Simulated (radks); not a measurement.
Problem. All-electron atom: Tm+ in [Kr] 4d10 4f14 5s1 5p6 6s1 (not the ground configuration). Method: Dirac Kohn-Sham, PBEsol, spin-unpolarised, spherical densities, finite nucleus; Fermi nuclear charge, rms radius 5.2256 fm; computed with a radial shooting solver on a logarithmic mesh with Libxc functionals.

Spin-orbit splittings of the eigenvalues, e(l+1/2) - e(l-1/2), with zeta = 2 splitting/(2l+1) and mean radii in bohr:

| shell | occ. | splitting (eV) | zeta (eV) | <r> j=l-1/2 | <r> j=l+1/2 |
|---|---|---|---|---|---|
| 2p | 6 | 979.7 | 653.1 | 0.07009 | 0.07747 |
| 3p | 6 | ? | ? | 0.2103 | 0.2242 |
| 3d | 10 | 45.24 | 18.10 | 0.1973 | 0.2016 |
| 4p | 6 | 46.61 | 31.07 | 0.5069 | 0.5391 |
| 4d | 10 | 8.453 | 3.381 | 0.5669 | 0.5784 |
| 4f | 14 | 1.149 | 0.3282 | 0.8234 | 0.8503 |
| 5p | 6 | 5.684 | 3.789 | 1.396 | 1.510 |
| 5d | 0 | 0.2973 | 0.1189 | 2.683 | 2.778 |
| 6p | 0 | 0.4580 | 0.3053 | 4.464 | 4.751 |

Estimate the 3p splitting.

Solution. 206.9 eV (zeta = 137.9 eV).
